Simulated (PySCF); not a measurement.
CH₅ClGe. Atoms are numbered in the order given.

```xyz
8

Ge    -0.4426    -0.3734     0.0000
C      1.0667    -1.6135     0.0000
Cl     0.3711     1.6584     0.0000
H     -1.3076    -0.5049    -1.2685
H     -1.3076    -0.5049     1.2685
H      1.6845    -1.4504     0.8947
H      0.7000    -2.6518     0.0000
H      1.6845    -1.4504    -0.8947
```
Charge 0, spin multiplicity 1.

Geometry: B3LYP-D3(BJ)/def2-SVP.

All values below come from PBE0/pcSseg-1 (PySCF).

GIAO shieldings, no solvent; atoms alike by connectivity are averaged. δ = σ(ref) − σ: ⁷³Ge against GeH4 (σ = 1658.3 ppm); ¹³C against TMS (σ = 186.3 ppm); ³⁵Cl against HCl (σ = 945.9 ppm); ¹H against TMS (σ = 31.56 ppm), references at their B3LYP-D3(BJ)/def2-TZVP geometries, non-relativistic (without spin–orbit terms, shifts of atoms bonded to Cl or Br come out too high).

Computed chemical shifts:
```json
[
 {"nucleus": "⁷³Ge", "atoms": "Ge1", "count": "1", "δ (ppm)": "325.4"},
 {"nucleus": "¹³C", "atoms": "C2", "count": "1", "δ (ppm)": "4.8"},
 {"nucleus": "³⁵Cl", "atoms": "Cl3", "count": "1", "δ (ppm)": "-60.7"},
 {"nucleus": "¹H", "atoms": "H4, H5", "count": "2", "δ (ppm)": "5.64"},
 {"nucleus": "¹H", "atoms": "H6, H7, H8", "count": "3", "δ (ppm)": "1.03"}
]
```
